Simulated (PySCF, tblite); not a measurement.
Isomers of [C6H10O2]+ (charge +1 and doublet state). Level: GFN2-xTB in tblite, geometry and Hessian alike; calculated harmonic values, unscaled, isolated species. The method is semi-empirical: single wavenumbers can be off by several per cent or more. One conformer each. Open shells enter through the occupations alone, without spin polarisation, and single modes of such species can be off by tens of per cent.

Electronic energies: B3LYP/pcH-1 single points on the GFN2-xTB geometries (PySCF, gas phase).

| SMILES | electronic energy, lowest = 0 (kJ/mol) |
| --- | --- |
| COCC[C+]1[CH][C@H]1O | 223.7 |
| C[C+]([CH]CCO)C=O | 71.6 |
| C[C@@H]1CCC(=[O+])OC1 | 24.2 |
| COC(=O)[CH+][C](C)C | 0.0 |
| [CH2+][C](OC)[C@@H](C)C=O | 38.0 |

**Question.** How do GFN2-xTB zero-point energies change the relative energies?

**Answer.** 
```csv
SMILES,ZPE (kJ/mol),of it from modes above 1550 cm⁻¹,electronic (kJ/mol),"with ZPE, lowest = 0 (kJ/mol)",lowest mode (cm⁻¹),rings
COC(=O)[CH+][C](C)C,375.7,188.2,0.0,0.0,77,0
C[C@@H]1CCC(=[O+])OC1,389.3,188.6,24.2,37.8,76,1
[CH2+][C](OC)[C@@H](C)C=O,378.8,191.2,38.0,41.2,71,0
C[C+]([CH]CCO)C=O,374.9,189.1,71.6,70.9,45,0
COCC[C+]1[CH][C@H]1O,376.4,192.4,223.7,224.3,45,1
```

The zero-point energies span 14.4 kJ/mol, from `C[C+]([CH]CCO)C=O` to `C[C@@H]1CCC(=[O+])OC1`. The order is unchanged.

**Question.** And how do the electronic energies of GFN2-xTB itself compare?

**Answer.** `COC(=O)[CH+][C](C)C` 43.3; `C[C@@H]1CCC(=[O+])OC1` 0.0; `[CH2+][C](OC)[C@@H](C)C=O` 118.8; `C[C+]([CH]CCO)C=O` 146.7; `COCC[C+]1[CH][C@H]1O` 235.8 kJ/mol, lowest = 0. Against the energies above, taken from the same isomer `COC(=O)[CH+][C](C)C`, the largest difference is 67.5 kJ/mol.

**Question.** What do entropy and thermal enthalpy add at 298.15 K and 1 bar (rigid rotor, harmonic oscillator, one conformer each)?

**Answer.** 
| SMILES | point group | symmetry number | S (J/(mol K)) | H − H(0) (kJ/mol) | ZPE + H − H(0) − TS (kJ/mol) |
| --- | --- | --- | --- | --- | --- |
| COC(=O)[CH+][C](C)C | C1 | 1 | 406.9 | 28.32 | 282.7 |
| C[C@@H]1CCC(=[O+])OC1 | C1 | 1 | 368.3 | 23.41 | 302.9 |
| [CH2+][C](OC)[C@@H](C)C=O | C1 | 1 | 404.4 | 28.23 | 286.5 |
| C[C+]([CH]CCO)C=O | C1 | 1 | 414.8 | 28.56 | 279.8 |
| COCC[C+]1[CH][C@H]1O | C1 | 1 | 420.1 | 28.66 | 279.8 |

S holds R ln(2S + 1) for the spin.
